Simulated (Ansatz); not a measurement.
C2H6BFOS at its PBE0-D4/def2-TZVP geometry, where that method's forces vanish. Charge 0, multiplicity 1. The bonds changed during the relaxation, so this is another structure than the one it started from.

```xyz
12

B     0.0967   -0.1321    2.1616
C     0.3227   -0.0927    0.6065
O     1.0671   -0.9764    0.0053
F     1.1083   -0.7600    2.8718
S    -0.5553    1.0724   -0.2808
C    -0.4629    0.4798   -1.9799
H    -0.2587    0.9651    2.5579
H    -0.9447   -0.8162    2.0441
H     1.0306   -0.9103   -0.9603
H     0.5547    0.5168   -2.3769
H    -0.8928   -0.5183   -2.0818
H    -1.0657    1.1719   -2.5674
```

What forces (eV/Å) does ωB97M-V/def2-TZVPP give on these atoms in Ansatz? (An estimate is asked.)

Computed: 
```
B1  -0.435  0.121  0.131
C2   0.031  0.074 -0.062
O3   0.047 -0.081 -0.141
F4   0.217 -0.108  0.091
S5  -0.077  0.107  0.050
C6   0.032 -0.056 -0.157
H7   0.081 -0.078 -0.069
H8   0.099  0.029 -0.011
H9   0.002 -0.016  0.085
H10 -0.092 -0.011  0.028
H11  0.045  0.083  0.005
H12  0.051 -0.064  0.048
```
